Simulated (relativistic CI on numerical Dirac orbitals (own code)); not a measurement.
# Tm⁴⁵⁺: sensitivity of the levels to the model

Base calculation: Dirac-Coulomb-Breit CI, separate exchange-only KLI orbitals for each configuration, model QED (radiative potential, 1s self-energy scaled to tabulated hydrogen-like ionisation energies), unscaled Slater integrals.

CI space (outside the closed core [Ne]): 3s2 3p6 3d6, 3s2 3p5 3d7, 3s2 3p4 3d8, 3s 3p6 3d7, 3p6 3d8, 3s 3p5 3d8, 3s2 3p6 3d5 4s, 3s2 3p6 3d5 4p, 3s2 3p4 3d7 4s, 3s2 3p6 3d5 4d, 3s2 3p5 3d6 4s, 3s2 3p6 3d5 4f, 3s2 3p6 3d4 4s2, 3s 3p6 3d6 4s, 3p6 3d7 4s, 3p6 3d7 4p. Levels of other configurations are missing.

The lowest level and the first level of each name with at least 55 % of one term (blank where a level has no safe partner in the second run):

```tsv
Level	Base (eV)	Shift (eV)
3s2 3p6 3d6 3F_4	0.000	0.000
3s2 3p6 3d6 5D_3	43.215	0.000
3s2 3p6 3d6 3G_5	52.871	-0.001
3s2 3p6 3d6 3H_6	52.981	-0.001
3s2 3p6 3d6 3P_1	72.864	0.000
3s2 3p6 3d6 5D_2	92.057	0.000
3s2 3p6 3d6 5D_0	94.929	0.000
3s2 3p6 3d6 3H_5	102.187	-0.001
3s2 3p6 3d6 1I_6	105.618	-0.001
3s2 3p6 3d6 1D_2	145.415	+0.001
3s2 3p6 3d6 1S_0	160.394	+0.001
3s2 3p5 3d7 5G°_6	336.515	+0.303
3s2 3p5 3d7 3P°_0	346.705	+0.304
3s2 3p5 3d7 3D°_3	347.605	+0.304
3s2 3p5 3d7 5G°_5	386.659	+0.303
3s2 3p5 3d7 3I°_7	407.080	+0.303
```

At this charge energies of transitions that change n are usually good to better than 1 %, and those within a shell (Δn = 0) to a few per cent.

(1) One thing was changed in a second run, which moved the levels as shown. Which?
A. QED terms removed
B. Breit term removed
C. P86 correlation estimate
D. configuration mixing switched off

## Answers

(1) C. P86 correlation estimate. A correlation estimate moves all levels of a configuration together before mixing; mixed levels move by a weighted share.

LS names give the leading component of a level, which can be under half, so a name can repeat, a term be missing and a line seem to break the LS rules.
